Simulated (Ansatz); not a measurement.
This geometry of BClFH₄N (8 atoms, charge 0, multiplicity 1) is a first-order saddle point.

These are results of Ansatz, RKS B3LYP-D4/def2-SVP, not measurements.

```xyz
8
Properties=species:S:1:pos:R:3
B -0.053 -0.422 -0.015
F -0.358 0.315 1.583
H 1.037 -0.019 -0.308
Cl -1.444 0.002 -1.062
N -0.152 -1.752 0.694
H -0.949 -2.335 0.447
H 0.700 -2.307 0.748
H -0.353 -0.761 1.675
```

(1) Which two structures does it join? (They come from a converged band through this point; their orientation in space is the band's.)

(2) How far does it lie above each of them?

Answers

(1) Bonds broken: B1–F2, N5–H8. Bonds formed: F2–H8. BClFH4N becomes BClH3N + FH.

First end point:

```xyz
8
Properties=species:S:1:pos:R:3
B 0.011 -0.167 0.161
F 0.215 0.640 1.254
H 0.956 -0.282 -0.597
Cl -1.599 0.171 -0.717
N -0.240 -1.670 0.810
H -0.403 -2.358 0.071
H 0.561 -1.969 1.374
H -1.073 -1.643 1.407
```

Last end point:

```xyz
8
Properties=species:S:1:pos:R:3
B -0.013 -0.626 -0.391
F -0.438 0.278 2.341
H 1.033 -0.056 -0.525
Cl -1.446 -0.064 -1.253
N -0.109 -1.751 0.451
H -0.939 -2.336 0.471
H 0.724 -2.202 0.816
H -0.384 -0.523 1.853
```

(2) 149.0 kJ/mol above the first and 46.4 kJ/mol above the second. This is the barrier of this one path; another mechanism may lie lower. The orbitals stay closed-shell, which can raise the energy where a bond breaks towards radicals; this wasn't checked here.

Time of the run: 4.7 min on 1 thread of Arm Neoverse V2 (shared host), peak memory 0.16 GiB.
